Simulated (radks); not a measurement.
The numbers below are computed, except where a source is named.
Question: The platinum ion Pt4+ is in [Xe] 4f14 5d(3/2: 4, 5/2: 2). Level of theory: Dirac Kohn-Sham, PBE, spin-unpolarised, spherical densities, finite nucleus; Fermi nuclear charge, rms radius of each element as measured or else 0.836 A^(1/3) + 0.57 fm (a radial shooting solver on a logarithmic mesh with Libxc functionals). Sub-shells are occupied by j as written (lower j first in brackets). One electron is removed from 5d3/2, 5d5/2, 5p3/2, 5p1/2 in turn, with full relaxation. Which removal costs least, and what does each cost?

Answer: 5d5/2 59.041 eV; 5d3/2 60.966 eV; 5p3/2 110.19 eV; 5p1/2 126.10 eV. The 5d5/2 electron leaves first.
